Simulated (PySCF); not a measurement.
Te(H)(tBu) (C4H10Te), SMILES CC(C)(C)[TeH].

The structure is a stationary point at PBE-D3(BJ)/def2-SVP. The def2 effective core potentials stand for the cores of Te; spin–orbit coupling is left out.

Two levels are set side by side: TDA-PBE/def2-SVPD (PySCF) and TDA-LC-ωPBE/def2-SVPD (PySCF). Vertical, same geometry. The lowest singlet is HOMO→LUMO 99 % with PBE and HOMO→LUMO 77 %, HOMO→LUMO+1 13 % with the other functional; states are paired by order. Differences are taken from unrounded values.

| quantity | TDA-LC-ωPBE |
|---|---|
| lowest singlet excitation (eV) | 3.79 |
| lowest triplet excitation (TDA) (eV) | 3.22 |
| first bright state (f over 0.05) (eV) | 6.53 |
| its oscillator strength | 0.16 |

Task: What does TDA-PBE give, and how far is it from TDA-LC-ωPBE? (An estimate is asked for; the answer gives what the named calculation found.)

Result: 
```
quantity                               TDA-PBE  TDA-PBE minus TDA-LC-ωPBE
-------------------------------------  -------  -------------------------
lowest singlet excitation (eV)            3.48                      -0.32
lowest triplet excitation (TDA) (eV)      3.00                      -0.23
first bright state (f over 0.05) (eV)     5.93                      -0.60
its oscillator strength                   0.14                      -0.02
```

Functionals without exact exchange tend to place singlet excitations lower, as here. Differences between two approximate levels are no errors against the true value.

Rough cost on one machine, each run with all the roots and properties that it gave: TDA-LC-ωPBE against TDA-PBE about 3 times.
